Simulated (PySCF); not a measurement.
## AlTe⁺: energy against distance

Set-up: PySCF, scalar-relativistic core potentials, basis sets Al def2-SVPD, Te def2-SVPD with ECP28. Energies in eV from Al⁺ + Te in their ground configurations at the same level. State: ³Σ⁻ (triplet), unpaired electrons π ↑↑.

All columns are BHandHLYP. A positive dipole points towards Te; it is taken about the centre of mass and depends on that origin.

| R (Å) | E (eV) | μ (D) | Mulliken charge on Al (basis-dependent) | HOMO (eV) | LUMO (eV) | Mayer bond order | ⟨S²⟩ |
| --- | --- | --- | --- | --- | --- | --- | --- |
| 2.687 | -0.450 | -3.68 | 0.68 | -12.28 | -9.38 | 0.46 | 2.00 |
| 2.812 | -0.642 | -4.52 | 0.72 | -12.34 | -9.09 | 0.44 | 2.01 |
| 2.937 | -0.750 | -5.35 | 0.74 | -12.35 | -8.83 | 0.43 | 2.01 |
| 3.030 | -0.792 | -5.96 | 0.75 | -12.34 | -8.65 | 0.42 | 2.01 |
| 3.124 | -0.810 | -6.57 | 0.76 | -12.30 | -8.47 | 0.42 | 2.01 |
| 3.218 | -0.810 | -7.17 | 0.77 | -12.23 | -8.31 | 0.41 | 2.01 |
| 3.343 | -0.792 | -7.96 | 0.78 | -12.12 | -8.11 | 0.40 | 2.01 |
| 3.499 | -0.749 | -8.92 | 0.80 | -11.95 | -7.89 | 0.39 | 2.01 |
| 3.686 | -0.682 | -10.05 | 0.81 | -11.73 | -7.64 | 0.36 | 2.01 |
| 3.936 | -0.584 | -11.53 | 0.84 | -11.42 | -7.34 | 0.32 | 2.01 |

A fit through these points gives, at Re = 3.173 Å, μ = -6.88 D and dμ/dR = -6.41 D/Å; the reduced mass is 22.34 u.

How strong is the fundamental in the double-harmonic approximation, I = 42.26·(dμ/dR)²/μred km/mol?

I = 42.26·(-6.41)²/22.34 = 77.7 km/mol at BHandHLYP.

These are scalar-relativistic numbers at best; spin–orbit coupling would shift them, the dissociation energy most. For an ion De counts to the pair picked by the measured ionisation energies or electron affinities, which need not be the lowest pair at this level. The state is the lowest determinant that a PBE0 search found; another state may lie lower at other levels.
